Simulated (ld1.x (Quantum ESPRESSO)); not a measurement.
## u(r) = r·R(r): atom against pseudo-atom (potassium)

Columns: radius, all-electron u(r) and pseudo u(r) of the 3p shell (level -19.18 eV) of potassium in the configuration [Ne] 3s2 3p6 4s0.75 4p0.25; PBEsol, scalar-relativistic, TM scheme, ld1.x (Quantum ESPRESSO) 7.5.

| r (bohr) | all-electron | pseudo |
| --- | --- | --- |
| 0.070 | 0.1770 | -0.0080 |
| 0.140 | 0.3722 | -0.0319 |
| 0.210 | 0.4353 | -0.0709 |
| 0.280 | 0.3795 | -0.1239 |
| 0.350 | 0.2480 | -0.1891 |
| 0.420 | 0.0796 | -0.2644 |
| 0.490 | -0.0985 | -0.3472 |
| 0.560 | -0.2687 | -0.4345 |
| 0.630 | -0.4215 | -0.5227 |
| 0.700 | -0.5522 | -0.6078 |
| 0.770 | -0.6596 | -0.6862 |
| 0.840 | -0.7438 | -0.7542 |
| 0.910 | -0.8064 | -0.8093 |
| 0.980 | -0.8495 | -0.8498 |
| 1.050 | -0.8758 | -0.8756 |
| 1.120 | -0.8879 | -0.8878 |
| 1.190 | -0.8882 | -0.8882 |
| 1.260 | -0.8789 | -0.8789 |
| 1.330 | -0.8620 | -0.8620 |
| 1.400 | -0.8391 | -0.8391 |
| 1.470 | -0.8118 | -0.8118 |
| 1.540 | -0.7813 | -0.7813 |
| 1.610 | -0.7486 | -0.7486 |
| 1.680 | -0.7144 | -0.7144 |
| 1.750 | -0.6795 | -0.6795 |
| 1.820 | -0.6444 | -0.6444 |

Question: How many radial nodes do the two functions have?

Answer: The all-electron 3p function has n − l − 1 = 1; the pseudo-wave has 0, since the states of the same l below it are removed with the core.

Question: At about which radius was the pseudo-wave matched?

Answer: 1.30 bohr. The columns agree to 0.0005 from 0.98 bohr on; several derivatives are matched, so the curves merge somewhat inside the radius.

Question: Is the pseudo-wave norm-conserving?

Answer: Yes: the TM scheme keeps the norm inside the radius equal to the all-electron one, which fixes the energy derivative of the logarithmic derivative at the level.
